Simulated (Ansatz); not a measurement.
Total energies of CH4O2Si (`CO[Si]O`).

```xyz
8

C     1.0700    0.7425    0.1348
O    -0.0747    0.0082   -0.2412
Si   -0.9692   -0.9124    0.8071
O    -2.1128   -1.4751   -0.2312
H     1.9301    0.3968   -0.4432
H     1.2984    0.6311    1.2016
H     0.9089    1.8018   -0.0778
H    -2.0507   -1.1928   -1.1502
```

Charge 0, multiplicity 1. All single points use the PBE0-D4/def2-TZVP geometry. It is one conformer, not always the lowest. Basis def2-TZVPP, Ansatz 0.2.0.

RPA on PBE orbitals: Hartree–Fock energy of these orbitals -478.95603 Eh, correlation -1.20314 Eh (frozen core).

| functional | energy without D4 (Eh) | D4 term (kJ/mol) |
| --- | --- | --- |
| LDA (SPW92) | -477.99470 | – |
| PBE | -480.23773 | -13.1 |
| revPBE | -480.47538 | -43.2 |
| BLYP | -480.56126 | -29.4 |
| r2SCAN | -480.47222 | -3.1 |
| B97M-V | -480.47914 | – |
| PBE0 | -480.26629 | -10.9 |
| B3LYP | -480.62642 | -21.2 |
| r2SCANh | -480.45902 | -3.3 |
| r2SCAN0 | -480.44027 | -3.6 |
| HSE06 (plane-wave form) | -480.25083 | -10.1 |
| BHLYP | -480.50345 | -15.7 |
| CAM-B3LYP | -480.54131 | -11.0 |
| LC-ωPBE | -480.38878 | – |
| ωB97X-V | -480.48837 | – |
| ωB97M-V | -480.52108 | – |
| B2PLYP | -480.35095 | – |
| PBE-QIDH | -480.15450 | – |

B3LYP takes the VWN-RPA correlation (the form of Gaussian; ORCA's B3LYP/G). HSE06 is the plane-wave form, built on full-range PBE exchange. The double hybrids freeze the cores in their second-order part.

LC-ωPBE has ω = 0.4 bohr⁻¹.
